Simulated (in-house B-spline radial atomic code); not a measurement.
The numbers below are computed, except where a source is named.
**Weak and strong correlation along the adiabatic connection**

Two-electron singlets in several external potentials (atomic units), by full CI in B-splines with partial waves to l = 8 (correlation energies up to 0.6 % small). The repulsion is scaled by λ at fixed density; W(λ) is the mean repulsion less the Hartree energy, W(0) = E_x, and the area under W from 0 to 1 is E_xc.

One system gave this curve:

| λ | W (hartree) |
| --- | --- |
| 0 | -0.33157 |
| 0.02 | -0.33345 |
| 0.05 | -0.33617 |
| 0.12 | -0.34211 |
| 0.25 | -0.3518 |
| 0.4 | -0.36124 |
| 0.6 | -0.37159 |
| 0.8 | -0.38002 |
| 1 | -0.387 |
| 1.4 | -0.39788 |
| 2 | -0.40926 |
| 3 | -0.42126 |
| 4.5 | -0.4318 |
| 7 | -0.4415 |
| 10 | -0.44808 |

(1) Which system is it?
A. ω²r²/2 − Z/r, ω = 0.69, Z = 3
B. −Z exp(−kr)/r, Z = 8.56, k = 3.71
C. ω²r²/2 − Z/r, ω = 0.0868, Z = 0.7
D. ω²r²/2 − Z/r, ω = 1.47, Z = 1

## Answers

(1) C. The exchange energy sets the size: ω²r²/2 − Z/r, ω = 0.0868, Z = 0.7: E_x = -0.332, E_c = -0.0327; −Z exp(−kr)/r, Z = 8.56, k = 3.71: E_x = -4.42, E_c = -0.0468; ω²r²/2 − Z/r, ω = 0.69, Z = 3: E_x = -1.71, E_c = -0.0431; ω²r²/2 − Z/r, ω = 1.47, Z = 1: E_x = -1.11, E_c = -0.0411 hartree.
